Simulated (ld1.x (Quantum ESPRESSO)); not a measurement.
# Plane-wave convergence, PAW potential for cobalt

```
Element                 : cobalt
Generator               : ld1.x (Quantum ESPRESSO) 7.5
Type                    : PAW
Functional              : Wu–Cohen
Relativity              : scalar-relativistic
Frozen core             : [Ne] 3s2
Valence charge          : 15
Reference configuration : 3p6 3d7 4s2 4p0
Partial waves           : 4s (bound): rcut 1.45, rcutus 1.95 bohr; 4s channel at 0.55 Ry: rcut 1.45, rcutus 1.95 bohr; 3p (bound): rcut 1.40, rcutus 1.50 bohr; 4p (bound, empty): rcut 1.40, rcutus 1.50 bohr; 3d (bound): rcut 1.50, rcutus 1.80 bohr; 3d channel at 4.6 Ry: rcut 1.50, rcutus 1.80 bohr
Local potential         : all-electron potential smoothed inside 1.70 bohr (lloc = -2)
Core correction         : a·sin(br)/r model core, default radius (core density twice the valence density)
Augmentation charge     : GAUSS, radius 1.20 bohr
```

The pseudo-atom Hamiltonian at the reference potential is diagonalised in spherical Bessel functions j_l(qr) that vanish at 20 bohr, with q² up to the cutoff. All-electron valence levels (Ry): 4s -0.4046, 3p -4.8182, 4p -0.0906, 3d -0.6054.

Question: How do the lowest levels (Ry) of each channel move with the cutoff, and are there ghosts?

Answer:

```json
{"cutoff (Ry)": "8", "s #1": "-0.4030", "p #1": "-3.6291", "p #2": "-0.0287", "p #3": "0.0667", "d #1": "0.0626", "d #2": "0.1500", "f #1": "0.1126", "Σ f·Δε (mRy)": "11814.1"}
{"cutoff (Ry)": "12", "s #1": "-0.4044", "p #1": "-4.3525", "p #2": "-0.0432", "p #3": "0.0607", "d #1": "0.0625", "d #2": "0.1490", "f #1": "0.1126", "Σ f·Δε (mRy)": "7469.7"}
{"cutoff (Ry)": "21", "s #1": "-0.4046", "p #1": "-4.7563", "p #2": "-0.0566", "p #3": "0.0565", "d #1": "-0.5354", "d #2": "0.0634", "f #1": "0.1126", "Σ f·Δε (mRy)": "861.6"}
{"cutoff (Ry)": "30", "s #1": "-0.4046", "p #1": "-4.8118", "p #2": "-0.0635", "p #3": "0.0546", "d #1": "-0.6025", "d #2": "0.0634", "f #1": "0.1126", "Σ f·Δε (mRy)": "59.1"}
{"cutoff (Ry)": "40", "s #1": "-0.4046", "p #1": "-4.8174", "p #2": "-0.0723", "p #3": "0.0524", "d #1": "-0.6049", "d #2": "0.0634", "f #1": "0.1126", "Σ f·Δε (mRy)": "8.6"}
{"cutoff (Ry)": "50", "s #1": "-0.4046", "p #1": "-4.8176", "p #2": "-0.0855", "p #3": "0.0495", "d #1": "-0.6053", "d #2": "0.0634", "f #1": "0.1126", "Σ f·Δε (mRy)": "4.9"}
{"cutoff (Ry)": "70", "s #1": "-0.4046", "p #1": "-4.8181", "p #2": "-0.0901", "p #3": "0.0486", "d #1": "-0.6054", "d #2": "0.0634", "f #1": "0.1126", "Σ f·Δε (mRy)": "0.8"}
{"cutoff (Ry)": "90", "s #1": "-0.4046", "p #1": "-4.8182", "p #2": "-0.0905", "p #3": "0.0485", "d #1": "-0.6054", "d #2": "0.0634", "f #1": "0.1126", "Σ f·Δε (mRy)": "0.4"}
{"cutoff (Ry)": "400", "s #1": "-0.4046", "p #1": "-4.8182", "p #2": "-0.0906", "p #3": "0.0485", "d #1": "-0.6054", "d #2": "0.0634", "f #1": "0.1126", "Σ f·Δε (mRy)": "0.0"}
```

Result: no extra level below or beside the all-electron valence levels (s, p, d, f tested); 10 mRy is reached at 40 Ry and 1 mRy at 70 Ry.

Test run stopped at test 1 of 7 (negative rho).
